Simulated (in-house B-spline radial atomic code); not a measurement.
Orbital energies and mean radii along the 13-electron series, configuration [Ne] 3s2 3p1. The effective charge is n√(-2ε), a non-relativistic measure. Computed with a B-spline radial code for spherical atoms: non-relativistic Hartree-Fock, average of the configuration, point nuclei.

This level leaves out relativity, spin-orbit splitting included, which matters for heavy ions.

```json
{"ion": "Ge19+", "Z": "32", "energy of 2p (Eh)": "-73.627", "mean radius of 2p (bohr)": "0.18224", "energy of 3p (Eh)": "-27.209", "mean radius of 3p (bohr)": "0.51731", "effective charge of 2p": "24.27"}
{"ion": "As20+", "Z": "33", "energy of 2p (Eh)": "-79.849", "mean radius of 2p (bohr)": "0.17581", "energy of 3p (Eh)": "-29.753", "mean radius of 3p (bohr)": "0.49647", "effective charge of 2p": "25.274"}
{"ion": "Se21+", "Z": "34", "energy of 2p (Eh)": "-86.321", "mean radius of 2p (bohr)": "0.16983", "energy of 3p (Eh)": "-32.409", "mean radius of 3p (bohr)": "0.47727", "effective charge of 2p": "26.279"}
{"ion": "Br22+", "Z": "35", "energy of 2p (Eh)": "?", "mean radius of 2p (bohr)": "?", "energy of 3p (Eh)": "?", "mean radius of 3p (bohr)": "?", "effective charge of 2p": "?"}
{"ion": "Kr23+", "Z": "36", "energy of 2p (Eh)": "?", "mean radius of 2p (bohr)": "?", "energy of 3p (Eh)": "?", "mean radius of 3p (bohr)": "?", "effective charge of 2p": "?"}
{"ion": "Rb24+", "Z": "37", "energy of 2p (Eh)": "-107.24", "mean radius of 2p (bohr)": "0.1541", "energy of 3p (Eh)": "-41.045", "mean radius of 3p (bohr)": "0.42773", "effective charge of 2p": "29.29"}
{"ion": "Sr25+", "Z": "38", "energy of 2p (Eh)": "-114.71", "mean radius of 2p (bohr)": "0.14949", "energy of 3p (Eh)": "-44.146", "mean radius of 3p (bohr)": "0.41345", "effective charge of 2p": "30.294"}
```

Task: Fill in the row of Br22+.

Result: energy of 2p (Eh): -93.044; mean radius of 2p (bohr): 0.16424; energy of 3p (Eh): -35.176; mean radius of 3p (bohr): 0.45952; effective charge of 2p: 27.283.

Task: Fill in the row of Kr23+.

Result: energy of 2p (Eh): -100.02; mean radius of 2p (bohr): 0.15901; energy of 3p (Eh): -38.055; mean radius of 3p (bohr): 0.44305; effective charge of 2p: 28.287.

Task: How does the screening of 2p change?

Result: Z less the effective charge goes from 7.73 at Z = 32 to 7.71 at Z = 38.
